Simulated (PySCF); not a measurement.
TeSBr₂, singlet: molecular constants

These are results of B3LYP in PySCF with Te def2-SVP with ECP28, S def2-SVP, Br def2-SVP; scalar-relativistic core potentials, no spin–orbit coupling; density-fitted integrals, not measurements.

The structure is a minimum.

Coordinates in bohr (charge 0 multiplicity 1):
```
Te    0.0002   -1.4586    0.0000
S     4.1207   -2.3628    0.0000
Br   -0.8354    1.6757   -3.7053
Br   -0.8354    1.6757    3.7053
```

```
Point group                                                                   : Cs
Bond lengths                                                                  : Te–Br 2.606 Å (×2), Te–S 2.232 Å
Bond angles                                                                   : Br–Te–Br 97.6°, Br–Te–S 107.6° (×2)
Lowest empty level                                                            : -3.77 eV
Heat capacity Cp at 298.15 K                                                  : 78.3 J/(mol K)
Entropy at 298.15 K and 1 bar                                                 : 374.6 J/(mol K)
Atomisation energy without zero-point energy                                  : 676 kJ/mol
Dipole moment                                                                 : 2.27 D
Principal polarisabilities                                                    : 54.9, 104.0, 114.2 bohr³
Rotational constants                                                          : 0.03881, 0.02512, 0.01726 cm⁻¹
Principal quadrupole moments (Buckingham, traceless) about the centre of mass : -2.97, -2.10, 5.07 D Å
Rotational symmetry number                                                    : 1
Zero-point energy                                                             : 7.2 kJ/mol
Enthalpy at 298.15 K above 0 K                                                : 19.19 kJ/mol
Highest occupied level                                                        : -7.41 eV
```

Harmonic modes (masses in u: Te 129.906, S 31.972, Br 78.918):
| symmetry | ω (cm⁻¹) | IR (km/mol) | μ (u) | type |
| --- | --- | --- | --- | --- |
| a' | 67 | 0.2 | 79.99 | bend |
| a'' | 104 | 0.0 | 40.23 | bend |
| a' | 122 | 2.4 | 48.92 | bend |
| a'' | 212 | 43.1 | 93.86 | stretch |
| a' | 219 | 23.6 | 90.97 | stretch |
| a' | 481 | 38.5 | 37.64 | stretch |

Charges (e):
| atom | Mulliken | Löwdin | polar tensor | Mayer order to Te1 |
| --- | --- | --- | --- | --- |
| Te1 | 0.69 | 0.53 | 1.36 | – |
| S2 | -0.22 | -0.18 | -0.39 | 1.80 |
| Br3,4 | -0.23 | -0.17 | -0.49 | 0.84 |

Mulliken populations on Te1 (electrons outside its core potential): s 3.86, p 9.15, d 10.30.

Outer orbital energies (eV). occupied: -11.04, -10.22, -8.60, -8.41, -8.17, -8.11, -7.62, -7.41; empty: -3.77, -3.48, -1.56, 4.99.

Counting electrons, tellurium keeps 2 of its valence electrons outside its bonds, so the VSEPR class is AX3E1 and the expected shape is trigonal pyramidal; with unlike ligands the computed point group is Cs.

Only a few start shapes were tried, so a lower isomer may exist.

The final relaxation and frequency run took 93 s on 2 threads of a shared Arm Neoverse V1 host, with 108 basis functions and 17 gradients; the process peaked at 1.2 GiB.
